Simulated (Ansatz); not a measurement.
C2HBCl2 (`C#CB(Cl)Cl`), relaxed with RKS PBE-D4/def2-SVP in Ansatz 0.2.0 from a rough embedded geometry. The force threshold is 0.03 eV/Å; the program also tests the step.

Charge 0, multiplicity 1.

Start:

```xyz
6

C     1.145   -0.661   -1.045
C     0.335   -0.200   -0.328
B    -0.674    0.417    0.634
Cl   -0.465    2.115    1.316
Cl   -2.143   -0.558    1.215
H     1.801   -1.113   -1.792
```

Task: How much energy does the relaxation release, and in how many steps? (Estimate.)

Result: Computed: 33.50 kJ/mol, in 4 steps, 1 of them rejected.

Task: Which bonds change most? (Best estimate.)

Result: Ansatz gave: B3–Cl5 from 1.856 to 1.759 Å; B3–Cl4 from 1.841 to 1.759 Å; C1–C2 from 1.176 to 1.230 Å; C2–B3 from 1.525 to 1.516 Å.

Task: Give the relaxed structure. (Best estimate.)

Result: Computed: 
```xyz
6

C     1.116   -0.671   -1.082
C     0.305   -0.183   -0.296
B    -0.694    0.417    0.672
Cl   -0.467    2.051    1.284
Cl   -2.092   -0.513    1.196
H     1.831   -1.101   -1.774
```
